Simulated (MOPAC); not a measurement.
Job for MOPAC: PM7 on H2S2 (SMILES SS), a point of a torsion scan.

```
PM7 1SCF PRECISE CHARGE=0 THREADS=1
H2S2

S     -0.90901540 1     0.55160532 1     0.50117136 1
S      0.90837464 1     0.39419734 1    -0.49887159 1
H     -1.49955614 1    -0.37345515 1    -0.25063500 1
H      1.49884117 1     1.31927924 1     0.25299215 1
```

Output:

```
*******************************************************************************
 **                                                                           **
 **                              MOPAC v23.2.5                                **
 **                                                                           **
 *******************************************************************************
 ** MOPAC's Digital Object Identifier: https://doi.org/10.5281/zenodo.6511958 **
 **                                                                           **
 ** Please cite the open-source release paper for use of this MOPAC version:  **
 ** J. E. Moussa and J. J. P. Stewart (2026)                                  **
 ** MOPAC: An open-source semiempirical molecular orbital program             **
 ** J. Open Source Softw., 11(119), 8025, https://doi.org/10.21105/joss.08025 **
 *******************************************************************************

                              PM7 CALCULATION RESULTS

 *******************************************************************************
 *  PM7        - The PM7 Hamiltonian to be used
 *
 *
 *
 *                 CHARGE ON SYSTEM = 0
 *
 *
 *
 *  PRECISE    - TIGHTER CRITERIA TO BE USED
 *  1SCF       - DO 1 SCF AND THEN STOP
 *  THREADS=1  - MULTI-THREADING NOT USED
 *  T=         - A TIME OF 172800.0 SECONDS REQUESTED
 *  DUMP=N     - RESTART FILE WRITTEN EVERY 7200.0 SECONDS REQUESTED
 *******************************************************************************
PM7 1SCF PRECISE CHARGE=0 THREADS=1
 H2S2

   ATOM   CHEMICAL          X               Y               Z
  NUMBER   SYMBOL      (ANGSTROMS)     (ANGSTROMS)     (ANGSTROMS)

     1       S         -0.90901540  *   0.55160532  *   0.50117136  *
     2       S          0.90837464  *   0.39419734  *  -0.49887159  *
     3       H         -1.49955614  *  -0.37345515  *  -0.25063500  *
     4       H          1.49884117  *   1.31927924  *   0.25299215  *



          CARTESIAN COORDINATES

    NO.       ATOM           X           Y           Z

     1         S         -0.9090      0.5516      0.5012
     2         S          0.9084      0.3942     -0.4989
     3         H         -1.4996     -0.3735     -0.2506
     4         H          1.4988      1.3193      0.2530

 General Reference for PM7:
 "Optimization of Parameters for Semiempirical Methods VI: More Modifications to the
 NDDO Approximations and Re-optimization of Parameters", J. J. P. Stewart, J. Mol. Mod., 1:32, 19 (2013)
 https://link.springer.com/article/10.1007/s00894-012-1667-x

           Empirical Formula: H2 S2  =     4 atoms



      MOLECULAR POINT GROUP   :   C2h


      RHF CALCULATION, NO. OF DOUBLY OCCUPIED LEVELS = 7


 -------------------------------------------------------------------------------
 PM7 1SCF PRECISE CHARGE=0 THREADS=1
 H2S2



     1SCF WAS SPECIFIED, SO BFGS WAS NOT USED
     SCF FIELD WAS ACHIEVED


                              PM7 CALCULATION
                                                       MOPAC v23.2.5 Linux




          FINAL HEAT OF FORMATION =          7.56036 KCAL/MOL =      31.63254 KJ/MOL


          COSMO AREA              =         88.31 SQUARE ANGSTROMS
          COSMO VOLUME            =         73.09 CUBIC ANGSTROMS

          IONIZATION POTENTIAL    =          8.747784 EV
          HOMO LUMO ENERGIES (EV) =         -8.748 -1.550
          NO. OF FILLED LEVELS    =          7
          MOLECULAR WEIGHT        =         66.1358         POINT GROUP:  C2h

          MOLECULAR DIMENSIONS (Angstroms)

            Atom       Atom       Distance
            H     4    H     3     3.47985
            S     2    S     1     1.58736
            S     1    H     3     0.00000


          SCF CALCULATIONS        =          1





   ATOM   CHEMICAL          X               Y               Z
  NUMBER   SYMBOL      (ANGSTROMS)     (ANGSTROMS)     (ANGSTROMS)

     1       S         -0.90901540  *   0.55160532  *   0.50117136  *
     2       S          0.90837464  *   0.39419734  *  -0.49887159  *
     3       H         -1.49955614  *  -0.37345515  *  -0.25063500  *
     4       H          1.49884117  *   1.31927924  *   0.25299215  *

                             CARTESIAN COORDINATES

   1    S       -0.909015400     0.551605320     0.501171360
   2    S        0.908374640     0.394197340    -0.498871590
   3    H       -1.499556140    -0.373455150    -0.250635000
   4    H        1.498841170     1.319279240     0.252992150


           Empirical Formula: H2 S2  =     4 atoms



      MOLECULAR POINT GROUP   :   C2h


                  EIGENVALUES
 -28.92079 -23.50644 -13.90411 -13.38905 -10.85600 -10.83806  -8.74778  -1.55016
  -1.01254  -0.90337  -0.47809  -0.44424  -0.35943  -0.30869  -0.23874  -0.20614
  -0.07267   0.36869   2.82842   2.88249


              NET ATOMIC CHARGES AND DIPOLE CONTRIBUTIONS

  ATOM NO.   TYPE          CHARGE      No. of ELECS.   s-Pop       p-Pop       d-Pop
    1          S          -0.171590        6.1716     1.90337     4.14518     0.12304
    2          S          -0.171584        6.1716     1.90337     4.14517     0.12304
    3          H           0.171585        0.8284     0.82841
    4          H           0.171589        0.8284     0.82841
 DIPOLE           X         Y         Z       TOTAL
 POINT-CHG.    -0.000     0.000     0.000     0.000
 HYBRID        -0.000    -0.000    -0.000     0.000
 SUM           -0.000    -0.000     0.000     0.000


          ATOMIC ORBITAL ELECTRON POPULATIONS

     Atom    s        px        py        pz      x^2-y^2     xz        z^2       yz        xy
    1  S   1.90337   1.05178   1.58522   1.50818   0.01976   0.03602   0.00447   0.03543   0.02736
    2  S   1.90337   1.05178   1.58522   1.50818   0.01976   0.03602   0.00447   0.03543   0.02736
    3  H   0.82841
    4  H   0.82841

 **********************
 *                    *
 * JOB ENDED NORMALLY *
 *                    *
 **********************




 == MOPAC DONE ==
```

The run finished.

Cost: about 0.020 core-seconds (a rough figure).
